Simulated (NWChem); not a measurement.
System: ammonium (NH₄ cation); SMILES [NH4+]

Output (shortened):

```
             Northwest Computational Chemistry Package (NWChem) 7.3.0
             --------------------------------------------------------

 TD  symmetry detected

                             Geometry "geometry" -> ""
                             -------------------------

 Output coordinates in angstroms (scale by  1.889725989 to convert to a.u.)

  No.       Tag          Charge          X              Y              Z
 ---- ---------------- ---------- -------------- -------------- --------------
    1 N                    7.0000     0.00000000     0.00000000     0.00000000
    2 H                    1.0000    -0.59096200    -0.59096200    -0.59096200
    3 H                    1.0000     0.59096200     0.59096200    -0.59096200
    4 H                    1.0000    -0.59096200     0.59096200     0.59096200
    5 H                    1.0000     0.59096200    -0.59096200     0.59096200

 Effective nuclear repulsion energy (a.u.)      16.3752187520

      Symmetry information
      --------------------

 Group name              Td
 Group number             42
 Group order              24
 No. of unique centers     2

                                 NWChem DFT Module
                                 -----------------

 Summary of "ao basis" -> "ao basis" (spherical)
 ------------------------------------------------------------------------------
       Tag                 Description            Shells   Functions and Types
 ---------------- ------------------------------  ------  ---------------------
 N                          6-31+g*                  8       18   4s3p1d
 H                          6-31+g*                  2        2   2s

      Symmetry analysis of basis
      --------------------------

        a1          6
        a2          0
        e           2
        t1          0
        t2         18

            General Information
            -------------------
          SCF calculation type: DFT
          Wavefunction type:  closed shell.
          No. of atoms     :     5
          No. of electrons :    10
           Alpha electrons :     5
            Beta electrons :     5
          Charge           :     1
          Spin multiplicity:     1
          Use of symmetry is: on ; symmetry adaption is: on
          Maximum number of iterations: 150
          AO basis - number of functions:    26
                     number of shells:    16
          Convergence on energy requested:  1.00D-06
          Convergence on density requested:  1.00D-05
          Convergence on gradient requested:  5.00D-04

              XC Information
              --------------
                  TPSS metaGGA Exchange Functional  1.000
             TPSS03 metaGGA Correlation Functional  1.000

             Grid Information
             ----------------
          Grid used for XC integration:  medium
          Radial quadrature: Mura-Knowles
          Angular quadrature: Lebedev.
          Tag              B.-S. Rad. Rad. Pts. Rad. Cut. Ang. Pts.
          ---              ---------- --------- --------- ---------
          N                   0.65       49           6.0       434
          H                   0.35       45           7.0       434
          Grid pruning is: on
          Number of quadrature shells:    94
          Spatial weights used:  Erf1

      Superposition of Atomic Density Guess
      -------------------------------------

 Sum of atomic energies:         -56.28857223

 Renormalizing density from      11.00 to     10

      Non-variational initial energy
      ------------------------------

 Total energy =     -53.139127
 1-e energy   =     -97.472331
 2-e energy   =      27.957986
 HOMO         =      -1.183881
 LUMO         =      -0.279207

      Symmetry analysis of molecular orbitals - initial
      -------------------------------------------------

  Numbering of irreducible representations:

     1 a1          2 a2          3 e           4 t1          5 t2

  Orbital symmetries:

     1 a1          2 a1          3 t2          4 t2          5 t2
     6 a1          7 t2          8 t2          9 t2         10 t2
    11 t2         12 t2         13 a1         14 t2         15 t2

     ---------------------------------------------
      Total Density - Mulliken Population Analysis
     ---------------------------------------------

    Atom       Charge   Shell Charges
 -----------   ------   -------------------------------------------------------
    1 N    7     8.65   2.00  0.94  3.36  0.82  1.43  0.07  0.02  0.02
    2 H    1     0.34   0.33  0.00
    3 H    1     0.34   0.33  0.00
    4 H    1     0.34   0.33  0.00
    5 H    1     0.34   0.33  0.00

   convergence    iter        energy       DeltaE   RMS-Dens  Diis-err
 ---------------- ----- ----------------- --------- --------- ---------
 d= 0,ls=0.0,diis     1    -56.7011010124 -7.31D+01  4.83D-02  2.03D+00
 d= 0,ls=0.0,diis     2    -56.5295726580  1.72D-01  3.14D-02  3.20D+00
 d= 0,ls=0.0,diis     3    -56.8974341393 -3.68D-01  2.11D-03  1.15D-02
 d= 0,ls=0.0,diis     4    -56.8987394680 -1.31D-03  7.27D-05  1.14D-06
 d= 0,ls=0.0,diis     5    -56.8987397780 -3.10D-07  3.29D-06  1.64D-08

         Total DFT energy =      -56.898739777986
      One electron energy =     -104.913178023497
           Coulomb energy =       39.778146593544
    Exchange-Corr. energy =       -8.138927100006
 Nuclear repulsion energy =       16.375218751974

 Numeric. integr. density =       10.000007968983

                  Occupations of the irreducible representations
                  ----------------------------------------------

                     irrep           alpha         beta
                     --------     --------     --------
                     a1                2.0          2.0
                     a2                0.0          0.0
                     e                 0.0          0.0
                     t1                0.0          0.0
                     t2                3.0          3.0

[...]
```

Level: TPSS/6-31+G* (spherical d). All runs use the structure optimised with PBE0-D3(BJ)/def2-TZVP.

Problem. Reconstruct the input file.

Solution. This is not unique; one that fits is the input that was run:
```
start job
memory heap 200 mb stack 900 mb global 1100 mb
charge 1
geometry units angstroms noautoz
  N      0.000000     0.000000     0.000000
  H     -0.590962    -0.590962    -0.590962
  H      0.590962     0.590962    -0.590962
  H     -0.590962     0.590962     0.590962
  H      0.590962    -0.590962     0.590962
end
basis spherical
  * library 6-31+g*
end
dft
  xc xtpss03 ctpss03
  iterations 150
  mulliken
end
task dft energy
```
